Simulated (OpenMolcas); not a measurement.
# Potential curves of RuH⁺: spin-free states

Computed with OpenMolcas 26.06: state-averaged CASSCF(8,7) over Ru 5s 4d, H 1s, XMS-CASPT2 (IPEA 0.25, imaginary shift 0.2 hartree), scalar X2C, ANO-RCC-VDZP, then RASSI spin–orbit state interaction with atomic mean-field integrals. C2 symmetry about the axis (a holds Σ, Δ, Γ; b holds Π, Φ, H; Σ⁺ and Σ⁻ are not told apart); roots by multiplicity and irrep: 5a 3, 3b 6, 5b 2, 3a 4, 1a 3, 1b 2.

XMS-CASPT2 energies in eV from the lowest point. Curves are followed by energy order within each symmetry, so they are adiabatic and may change character at avoided crossings; Σ⁺ and Σ⁻ are counted together.

| R (Å) | (1)5Π | (1)3Σ | (1)5Δ | (1)3Φ | (1)3Π |
| --- | --- | --- | --- | --- | --- |
| 1.444 | 0.267 | 0.175 | 0.482 | 0.302 | 0.629 |
| 1.508 | 0.101 | 0.076 | 0.258 | 0.179 | 0.500 |
| 1.556 | 0.040 | 0.054 | 0.155 | 0.144 | 0.460 |
| 1.604 | 0.000 | 0.066 | 0.104 | 0.147 | 0.456 |
| 1.660 | 0.036 | 0.112 | 0.087 | 0.186 | 0.488 |
| 1.716 | 0.089 | 0.183 | 0.097 | 0.253 | 0.547 |
| 1.796 | 0.211 | 0.313 | 0.174 | 0.382 | 0.660 |
| 1.925 | 0.464 | 0.556 | 0.399 | 0.626 | 0.879 |
| 2.165 | 1.046 | 0.996 | 0.942 | 1.080 | 1.261 |

The 5 lowest clean curves are shown; the next is (1)5Σ, from 1.14 eV. Only roots inside an energy window near the equilibrium distance were included, so the list of states is not complete; labels number the states computed. Each spin and symmetry block has orbitals of its own, averaged over its own roots, so gaps between blocks are less sure than gaps within one and near the minimum can be off by tenths of an eV, in bad cases by more. No Rydberg orbitals are active, so Rydberg states, and σ→σ* states whose orbital the CASSCF left unused, can be missing between those listed. CASPT2 splits the two components of degenerate states numerically, here by up to 53 cm⁻¹. For d and f metals this valence active space lacks a second d shell: the order of states is not reliable within half an eV or more, and the lowest computed state need not be the true ground state.
